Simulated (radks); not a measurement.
Values are calculated unless marked as measured or tabulated.
Task: Dipole-allowed excitations along the series with 28 electrons in [Ar] 3d10. Level of theory: scalar-relativistic Kohn-Sham, LB94 model potential, spin-unpolarised, spherical densities, finite nucleus; Fermi nuclear charge, rms radius of each element as measured or else 0.836 A^(1/3) + 0.57 fm (a radial shooting solver on a logarithmic mesh with Libxc functionals). Time-dependent linear response with the Hartree and adiabatic LDA kernel, continuum included through the Sternheimer equations, no spin-orbit coupling, so fine structure and intercombination lines are absent. Lines are the poles of the dipole polarisability below minus the highest occupied eigenvalue, found on a grid refined at the orbital gaps; the lowest seven at most are given, and weak or close lines can be missed. The first line takes the name of the lowest orbital gap if no other gap lies below it; otherwise a line is named after a gap within 0.6 % of it, if that gap stands alone.

species  -e(HOMO) (eV)  lowest orbital gap (eV)  first line (eV)      f  strongest line (eV)  its f  static alpha (bohr^3)
In21+           1039.3             3d-4p 450.81   454.18 (3d-4p)  0.464  614.42 (unassigned)   4.33                0.02143
Sn22+           1123.1             3d-4p 486.85   490.39 (3d-4p)  0.459  657.16 (unassigned)   2.27                0.01890
Te24+           1299.9             3d-4p 562.77   566.68 (3d-4p)  0.448  753.50 (unassigned)   4.46                0.01489
I25+            1393.0             3d-4p 602.65   606.75 (3d-4p)  0.444  802.10 (unassigned)   4.75                0.01329

Estimate the first line of Sb23+, its oscillator strength and the static polarisability.

Result: 527.89 eV (3d-4p), f = 0.453, alpha = 0.01675 bohr^3.
